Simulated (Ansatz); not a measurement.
CH$_{4}$ClFGeSi, SMILES `F[Si@H]1[GeH2][C@@H]1Cl` at its PBE0-D4/def2-TZVP geometry, where that method's forces vanish. The species carries charge 0 and has multiplicity 1.

```json
{"atom": "F1", "x (Å)": "2.4685", "y (Å)": "0.7665", "z (Å)": "-0.3288"}
{"atom": "Si2", "x (Å)": "0.9329", "y (Å)": "0.5085", "z (Å)": "-0.6723"}
{"atom": "Ge3", "x (Å)": "-0.3656", "y (Å)": "-1.3021", "z (Å)": "-0.0929"}
{"atom": "C4", "x (Å)": "-0.3386", "y (Å)": "0.5918", "z (Å)": "0.6767"}
{"atom": "Cl5", "x (Å)": "-1.6982", "y (Å)": "1.7114", "z (Å)": "0.6558"}
{"atom": "H6", "x (Å)": "0.5733", "y (Å)": "1.2167", "z (Å)": "-1.9185"}
{"atom": "H7", "x (Å)": "-1.5597", "y (Å)": "-1.6436", "z (Å)": "-0.9866"}
{"atom": "H8", "x (Å)": "-0.0768", "y (Å)": "-2.3526", "z (Å)": "0.9801"}
{"atom": "H9", "x (Å)": "0.0642", "y (Å)": "0.5034", "z (Å)": "1.6864"}
```

**Question.** For each bond, give half the difference of the two atoms' forces along it (eV/Å; positive pushes the atoms apart) under PBE-D4, r2SCAN-D4, B3LYP-D4, ωB97M-V in def2-TZVPP. (Best estimate.)

**Answer.** The calculation gave: 
```tsv
bond	length (Å)	PBE-D4	r2SCAN-D4	B3LYP-D4	ωB97M-V
F1–Si2	1.595	0.52	0.06	0.18	0.18
Si2–Ge3	2.302	-0.03	0.04	0.14	-0.04
Si2–C4	1.856	-0.06	-0.08	-0.02	-0.12
Si2–H6	1.478	0.00	-0.04	-0.16	-0.17
Ge3–C4	2.044	0.14	0.03	0.13	-0.07
Ge3–H7	1.530	0.05	-0.05	-0.06	-0.06
Ge3–H8	1.529	0.04	-0.06	-0.06	-0.07
C4–Cl5	1.761	0.18	0.25	0.36	0.22
C4–H9	1.091	0.10	-0.05	-0.19	-0.11
```

B3LYP here is the variant with VWN-RPA as its local correlation; programs differ in this.

Computed with Ansatz.
